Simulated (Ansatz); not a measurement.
Born–Oppenheimer molecular dynamics of CH$_{4}$BIOSn (9 atoms, charge 0, multiplicity 1). It starts at the highest image of a converged band. Of that band: Neighbouring images differ by up to 1.7 eV, so the band resolves the path poorly. A vibrational analysis at the climbing image gives 2 clearly imaginary modes (500i, 87i cm⁻¹): a point of higher order, so a lower path passes nearby.

These are results of RKS PBE/def2-SVP (Ansatz), not measurements.

```json
{"ensemble": "NVE (velocity Verlet)", "time step": "0.5 fs", "steps asked": "200", "starting velocities drawn for": "300 K", "seed": "3267"}
```

First frame:

```xyz
9
Properties=species:S:1:pos:R:3
C -1.513 -0.684 0.150
Sn 0.627 -0.970 -0.146
O 1.744 0.450 1.086
B 1.386 1.188 0.064
I 1.713 3.284 -0.305
H -1.798 0.347 -0.112
H -1.734 -0.915 1.207
H -2.011 -1.419 -0.509
H 1.673 -1.327 -1.451
```

Task: How far do the bonds stretch over the last three quarters of this one trajectory? (Pairs bonded in most of those frames.)

Result: 
```csv
bond,mean (Å),spread (Å),shortest,longest
C1–Sn2,2.243,0.073,2.15,2.36
C1–H6,1.114,0.035,1.06,1.17
C1–H7,1.110,0.015,1.09,1.15
C1–H8,1.118,0.046,1.05,1.18
Sn2–O3,2.456,0.221,2.25,2.91
Sn2–B4,2.502,0.194,2.20,2.70
Sn2–H9,1.801,0.026,1.75,1.85
O3–B4,1.268,0.026,1.23,1.33
B4–I5,2.144,0.069,2.05,2.25
```

Mean temperature of the second half: 922 K. The conserved energy stayed within 0.29 meV per atom of its start (net change 0.25 meV per atom), so the integration is sound. The system heated up, since it started high on the potential surface and ran downhill. A run of 0.1 ps of so small a system gives no equilibrium averages. The orbitals stay closed-shell, which can raise the energy where a bond breaks towards radicals; this wasn't checked here.

The run took 7.3 min on 2 threads of Arm Neoverse V2 (shared host), peak memory 0.18 GiB.
